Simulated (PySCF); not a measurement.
H2OSSe, SMILES O[Se]S. Heavy atoms are numbered as in [Se:1]([OH:2])[SH:4]. Hydrogens are named by the atom that carries them.

Geometry: PBE-D3(BJ)/def2-TZVP. One conformer was computed; it need not be the lowest.

All values below come from PBE0/def2-TZVPD (PySCF).

Mulliken values depend strongly on the basis, most of all with diffuse functions as here. Atomic charges (e), one atom of each kind:

```json
[
 {"atom": "Se1", "Mulliken": "0.21", "meta-Löwdin": "0.35"},
 {"atom": "O2 (OH)", "Mulliken": "-0.49", "meta-Löwdin": "-0.65"},
 {"atom": "H on O2", "Mulliken": "0.35", "meta-Löwdin": "0.34"},
 {"atom": "S4 (SH)", "Mulliken": "-0.31", "meta-Löwdin": "-0.15"},
 {"atom": "H on S4", "Mulliken": "0.25", "meta-Löwdin": "0.10"}
]
```
